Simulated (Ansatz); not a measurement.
Reaction (redistribution): `N[SiH]([SiH3])[InH2]` + `C=C([SiH3])Br` → `C=[C]([SiH3])[InH2]` + `N[SiH]([SiH3])Br`

Calculated with Ansatz (gas phase, PBE0-D4/def2-TZVP geometries, no zero-point term in ΔE). CCSD(T)/CBS adds triple-zeta CCSD(T) − MP2 to the extrapolated MP2 energy (def2 sets, frozen cores). Functionals use def2-TZVPP. def2 core potentials past Kr. For Br, In outer-core shells are correlated without core-valence functions, which leaves a few kJ/mol of doubt a bond. Scalar relativity is left out up to krypton. One conformer a species, not always the lowest.

`N[SiH]([SiH3])[InH2]`:

Cartesian coordinates in Å:
```
N -0.662 1.926 0.086
Si 0.099 0.426 0.526
Si 1.587 -0.173 -1.181
In -1.409 -1.617 1.050
H -1.146 2.441 0.805
H -1.195 1.956 -0.770
H 0.907 0.711 1.750
H 0.836 -0.372 -2.454
H 2.640 0.851 -1.421
H 2.238 -1.467 -0.833
H -0.773 -3.103 1.681
H -3.122 -1.578 0.760
```

`C=C([SiH3])Br`:

Cartesian coordinates in Å:
```
C -1.425 0.620 -0.252
C -0.274 0.431 0.375
Si 1.090 -0.729 -0.154
Br 0.104 1.394 1.974
H -2.185 1.309 0.101
H -1.634 0.067 -1.163
H 1.331 -1.731 0.914
H 2.334 0.043 -0.389
H 0.659 -1.405 -1.406
```

`C=[C]([SiH3])[InH2]`:

```xyz
11

C     1.557   -0.038   -0.405
C     0.256    0.011   -0.096
Si   -0.385   -0.807    1.440
In   -1.023    1.077   -1.460
H     1.974    0.429   -1.297
H     2.287   -0.554    0.223
H    -1.414   -1.827    1.092
H    -1.044    0.194    2.324
H     0.716   -1.470    2.197
H    -0.207    1.752   -2.825
H    -2.718    1.233   -1.193
```

`N[SiH]([SiH3])Br`:

Z-matrix (Å, degrees):
```
Si
Si 1 2.335
Br 1 2.256 2 105.4
N 1 1.707 2 110.0 3 -124.0
H 1 1.482 2 114.9 3 114.8
H 2 1.488 1 110.9 3 -171.5
H 2 1.485 1 109.8 3 -50.5
H 2 1.488 1 108.5 3 68.9
H 4 1.008 1 120.2 2 47.9
H 4 1.008 1 119.9 2 -168.0
```

```
             level  ΔE (kJ/mol)  difference from CCSD(T)/CBS
            PBE-D4       -106.9                         22.9
           PBE0-D4       -116.6                         13.2
           ωB97X-V       -126.0                          3.8
           ωB97M-V       -128.5                          1.3
            B2PLYP       -124.8                          5.0
               PBE       -106.0                         23.8
            r2SCAN       -119.2                         10.6
              PBE0       -115.8                         14.0
     HF/def2-TZVPP       -141.7                        -11.9
    MP2/def2-TZVPP       -133.6                         -3.8
SCS-MP2/def2-TZVPP       -131.4                         -1.6
   CCSD/def2-TZVPP       -127.5                          2.3
     HF/def2-QZVPP       -142.2                        -12.4
    MP2/def2-QZVPP       -136.0                         -6.2
      HF/CBS(def2)       -142.2                        -12.4
    CCSD/CBS(def2)       -131.4                         -1.6
       CCSD(T)/CBS       -129.8                            0
```

Largest T1 diagnostic among the species: 0.014.

From PBE to PBE0 (25 % exact exchange), in def2-TZVPP and without D4, ΔE moves by −9.9 kJ/mol. In def2-TZVPP, CCSD(T) changes the Hartree–Fock value by +15.9 kJ/mol (the triples alone add +1.6 kJ/mol) and MP2 by +8.1 kJ/mol.

CCSD(T)/CBS has its own doubt, a few kJ/mol and more with outer-core shells, so smaller differences from it don't rank the levels.
